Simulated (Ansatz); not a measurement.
Basis-set series for the Br⁻ ion. Charge -1, multiplicity 1. A free ion.

```json
{"functional": "PBE0", "basis": "def2-SVPD", "functions": "41", "energy (Eh)": "-2573.63262", "HOMO (eV)": "-1.07", "LUMO (eV)": "6.06"}
{"functional": "PBE0", "basis": "def2-TZVPPD", "functions": "57", "energy (Eh)": "-2573.93938", "HOMO (eV)": "-1.05", "LUMO (eV)": "5.05"}
{"functional": "ωB97M-V", "basis": "def2-SVPD", "functions": "41", "energy (Eh)": "-2573.79038", "HOMO (eV)": "-3.27", "LUMO (eV)": "7.42"}
{"functional": "ωB97M-V", "basis": "def2-TZVPPD", "functions": "57", "energy (Eh)": "-2574.09462", "HOMO (eV)": "-3.25", "LUMO (eV)": "5.57"}
```

Question: Give the rows for def2-QZVPPD. (Best estimate.)

Answer: The calculation gave: 
| functional | basis | functions | energy (Eh) | HOMO (eV) | LUMO (eV) |
| --- | --- | --- | --- | --- | --- |
| PBE0 | def2-QZVPPD | 98 | -2573.99132 | -1.04 | 4.51 |
| ωB97M-V | def2-QZVPPD | 98 | -2574.14458 | -3.25 | 4.84 |

Positive LUMOs are unbound and depend on the basis. A positive HOMO means that the functional doesn't bind the extra electron. Scalar relativity is left out up to krypton.

Computed with Ansatz.
